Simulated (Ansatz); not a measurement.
Tl4Cl3⁺. Charge 1, multiplicity 1. Geometry PBE-D4/def2-SVP, basis def2-TZVP, Ansatz.

Cartesian coordinates in Å:
```
Tl -1.9391 1.1662 -0.2443
Tl 2.0614 2.3787 0.8534
Tl 1.2312 -1.0967 -1.5583
Tl -0.9885 -2.4839 1.8699
Cl 0.6258 1.8104 -1.5866
Cl -1.5863 -1.7155 -0.8483
Cl 0.5955 -0.0591 1.5142
```

```
run  HOMO (eV)  LUMO (eV)
  A     -10.25      -5.67
  B     -10.81      -5.47
  C     -11.00      -5.20
  D     -11.92      -4.59
  E      -9.95      -5.89
```

In the def2 sets Tl takes a core potential; there is no spin–orbit coupling. B3LYP takes the VWN-RPA correlation. Another isomer (singlet) lies 0.09 eV lower at PBE0-D4/def2-TZVP; other spin states weren't run for this one.

Q: The runs used B3LYP, BHLYP, PBE, PBE0, r2SCAN. Estimate which is which.

A: A r2SCAN (0 % exact exchange); B B3LYP (20 % exact exchange); C PBE0 (25 % exact exchange); D BHLYP (50 % exact exchange); E PBE (0 % exact exchange). Exact exchange lowers occupied and raises empty levels; among semilocal functionals meta-GGAs tend to open the gap a little, and such runs are hard to tell apart. The gap grows from 4.06 eV (PBE) to 7.34 eV (BHLYP).
